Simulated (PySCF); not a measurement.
**Energy of K⁺ (potassium, charge +1) between two integer charges**

The 3p beta orbital of [Ar] is emptied in steps (occupation f), with all orbitals relaxed, ending at [Ne] 3s2 3p5. Computed with PySCF 2.14 in aug-pcseg-2, with the non-relativistic Hamiltonian (point nucleus). The exact energy is a straight line in f; departures are measured from the line between the end points of the same method.

```json
{"f": "1", "UHF (eV)": "0.000", "LDA (eV)": "0.000", "PBE (eV)": "0.000", "PBE0 (eV)": "0.000", "r2SCAN (eV)": "0.000", "LC-wPBE (eV)": "0.000", "BHandHLYP (eV)": "0.000", "wB97X (eV)": "0.000", "TPSS (eV)": "0.000", "MN15 (eV)": "0.000"}
{"f": "0.75", "UHF (eV)": "0.244", "LDA (eV)": "-1.305", "PBE (eV)": "-1.266", "PBE0 (eV)": "-0.895", "r2SCAN (eV)": "-1.168", "LC-wPBE (eV)": "-0.346", "BHandHLYP (eV)": "-0.531", "wB97X (eV)": "-0.409", "TPSS (eV)": "-1.233", "MN15 (eV)": "-0.742"}
{"f": "0.5", "UHF (eV)": "0.315", "LDA (eV)": "-1.747", "PBE (eV)": "-1.688", "PBE0 (eV)": "-1.192", "r2SCAN (eV)": "-1.536", "LC-wPBE (eV)": "-0.459", "BHandHLYP (eV)": "-0.713", "wB97X (eV)": "-0.543", "TPSS (eV)": "-1.643", "MN15 (eV)": "-0.980"}
{"f": "0.25", "UHF (eV)": "0.229", "LDA (eV)": "-1.314", "PBE (eV)": "-1.263", "PBE0 (eV)": "-0.891", "r2SCAN (eV)": "-1.134", "LC-wPBE (eV)": "-0.339", "BHandHLYP (eV)": "-0.539", "wB97X (eV)": "-0.404", "TPSS (eV)": "-1.228", "MN15 (eV)": "-0.724"}
{"f": "0", "UHF (eV)": "0.000", "LDA (eV)": "0.000", "PBE (eV)": "0.000", "PBE0 (eV)": "0.000", "r2SCAN (eV)": "0.000", "LC-wPBE (eV)": "0.000", "BHandHLYP (eV)": "0.000", "wB97X (eV)": "0.000", "TPSS (eV)": "0.000", "MN15 (eV)": "0.000"}
```

Question: For BHandHLYP, how does the orbital energy at f = 1 compare with the removal energy?

Answer: −ε = 28.756 eV against a total-energy difference of 31.565 eV. By Janak's theorem ε = ∂E/∂f, so the gap between them reflects the curvature. Along the path −ε is 30.135 (f = 0.75), 31.544 (f = 0.5), 32.984 (f = 0.25) eV.

| method | E(f=0) − E(f=1) (eV) | −ε at f=1 (eV) | −ε at f=0.5 (eV) |
| --- | --- | --- | --- |
| UHF | 30.429 | 31.773 | 30.389 |
| LDA | 31.885 | 24.963 | 31.860 |
| PBE | 31.614 | 24.874 | 31.621 |
| PBE0 | 31.646 | 26.881 | 31.655 |
| r2SCAN | 31.708 | 25.426 | 31.802 |
| LC-wPBE | 31.762 | 29.916 | 31.779 |
| BHandHLYP | 31.565 | 28.756 | 31.544 |
| wB97X | 31.639 | 29.460 | 31.653 |
| TPSS | 31.615 | 25.045 | 31.627 |
| MN15 | 31.876 | 27.894 | 31.924 |

Reference removal energy between the ground levels: 31.625 eV (measured; NIST Atomic Spectra Database, ionization energies). The calculation has no spin-orbit coupling. UHF lacks correlation.
